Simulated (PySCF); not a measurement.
# Mn⁺: ionisation energy

Mn⁺ [Ar] 3d5 4s1 (7S) → Mn²⁺ [Ar] 3d5 (6S), as a difference of total energies. Computed with PySCF 2.14 in 6-31G*, with no relativity, point nucleus. Correlated levels: valence: [Ar] frozen. The calculations carry no spin-orbit coupling.

```json
{"method": "UHF", "ionisation energy (eV)": "14.557", "difference from reference (eV)": "-1.083"}
{"method": "TPSS", "ionisation energy (eV)": "15.403", "difference from reference (eV)": "-0.237"}
{"method": "LDA", "ionisation energy (eV)": "15.837", "difference from reference (eV)": "+0.197"}
{"method": "MP2 (valence)", "ionisation energy (eV)": "14.774", "difference from reference (eV)": "-0.866"}
{"method": "SCS-MP2 (valence)", "ionisation energy (eV)": "14.629", "difference from reference (eV)": "-1.011"}
```

Reference: 15.640 eV (measured; NIST Atomic Spectra Database, ionization energies).

These non-relativistic numbers lack the scalar-relativistic shift.

Errors of the correlated levels include the incompleteness of this basis and the frozen core.
